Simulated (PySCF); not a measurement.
A structure optimised at PBE0-D3(BJ)/def2-SVP, used in a PySCF frequency run:

```
C
C 1 1.3384
H 2 1.0964 1 122.83
H 1 1.0966 2 119.09 3 180.00
H 2 1.0979 3 115.35 1 180.00
In 1 2.1303 4 118.33 2 180.00
H 6 1.7167 1 132.49 4 180.00
Br 6 2.5071 7 114.32 1 180.00
```
Charge 0, spin multiplicity 1.

Task: Write its SMILES, formula and point group.

Result: C=[CH][InH][Br], C2H4BrIn, Cs

Task: What are its rotational constants (standard atomic weights)?

Result: 7.0939, 0.98919, 0.86814 GHz
